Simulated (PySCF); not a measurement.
# The 24-electron isoelectronic series, spin-free X2C

Calculated with PySCF 2.14 from differences of total energies of unrestricted determinants, without spin-orbit coupling. Each ion has its own even-tempered basis scaled to its charge (20s13p9d5f4g for the first); frozen: [Ne]. Ionisation energies in eV.

| ion | configuration | UHF | LDA | PBE | PBE0 | r2SCAN | MP2 (outer shells) | NIST (with spin-orbit, Breit and QED) |
| --- | --- | --- | --- | --- | --- | --- | --- | --- |
| Ga⁷⁺ | [Ar] 3d6 (5D) | 168.00 | 170.83 | 170.78 | 170.51 | 170.32 | 169.67 | 169.9 ± 1.7 (t) |
| Mo¹⁸⁺ | [Ar] 3d6 (5D) | 756.18 | 758.78 | 758.99 | 758.80 | 758.87 | 757.58 | 758 ± 3 (t) |
| Ru²⁰⁺ | [Ar] 3d6 (5D) | 903.24 | 905.81 | 906.10 | 905.90 | 905.99 | 904.62 | 905 ± 4 (t) |
| Rh²¹⁺ | [Ar] 3d6 (5D) | 981.38 | 983.93 | 984.25 | 984.05 | 984.17 | 982.75 | 984 ± 4 (t) |
| Pd²²⁺ | [Ar] 3d6 (5D) | 1062.6 | 1065.1 | 1065.5 | 1065.3 | 1065.4 | 1063.9 | 1065 ± 4 (t) |
| Ag²³⁺ | [Ar] 3d6 (5D) | 1146.8 | 1149.3 | 1149.7 | 1149.5 | 1149.6 | 1148.2 | 1149 ± 4 (t) |
| Cd²⁴⁺ | [Ar] 3d6 (5D) | 1234.1 | 1236.6 | 1237.1 | 1236.9 | 1237.0 | 1235.5 | 1237 ± 4 (t) |
| Sn²⁶⁺ | [Ar] 3d6 (5D) | 1418.0 | 1420.4 | 1420.9 | 1420.7 | 1420.9 | 1419.3 | 1421 ± 4 (t) |
| Sb²⁷⁺ | [Ar] 3d6 (5D) | 1514.5 | 1516.9 | 1517.5 | 1517.3 | 1517.4 | 1515.8 | 1518 ± 4 (t) |

Q: Interpolate the row of In²⁵⁺.

A: configuration [Ar] 3d6 (5D); UHF 1324.5; LDA 1327.0; PBE 1327.5; PBE0 1327.3; r2SCAN 1327.4; MP2 (outer shells) 1325.9; NIST (with spin-orbit, Breit and QED) 1328 ± 4 (t).

Each ion has its own basis, which adds noise of up to about 0.1 % along the series.

NIST values marked (s) are semi-empirical, (t) theoretical. Open shells are high-spin determinants of the terms that Hund's rules give.

Spin-orbit coupling of the open shells is absent from the calculated values and included in NIST's; it grows fast with Z.
